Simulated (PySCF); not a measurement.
## Ta(60+): ionisation energy

Ta(60+) [Ne] 3s2 3p1 (2P) → Ta(61+) [Ne] 3s2 (1S), as a difference of total energies. All numbers are calculated (PySCF 2.14, the spin-free X2C one-electron Hamiltonian (Gaussian nucleus), in an even-tempered Gaussian basis (17 s from 16 bohr⁻², ratio 2.5; 12 p from 20 bohr⁻², ratio 2.5; 4 d from 79 bohr⁻², ratio 2.7; 4 f from 120 bohr⁻², ratio 2.7)). Correlated levels: outer shells: 1s2 frozen; virtual orbitals above 40 to 60 times the deepest correlated orbital energy dropped. The calculations carry no spin-orbit coupling.

```
                method  ionisation energy (eV)
                   UHF                  6269.0
    MP2 (outer shells)                  6269.7
SCS-MP2 (outer shells)                  6269.5
   CCSD (outer shells)                  6269.7
CCSD(T) (outer shells)                  6269.7
```

A first-order spin-orbit estimate (lowest level to lowest level, LS coupling) adds 210.6 eV.

Breit and QED terms and the two-electron picture change are absent.

First order in ζ underestimates the shift of j = l − 1/2 levels at high Z.

For comparison: 6502 ± 10 eV (theoretical estimate listed by NIST; NIST Atomic Spectra Database, ionization energies).
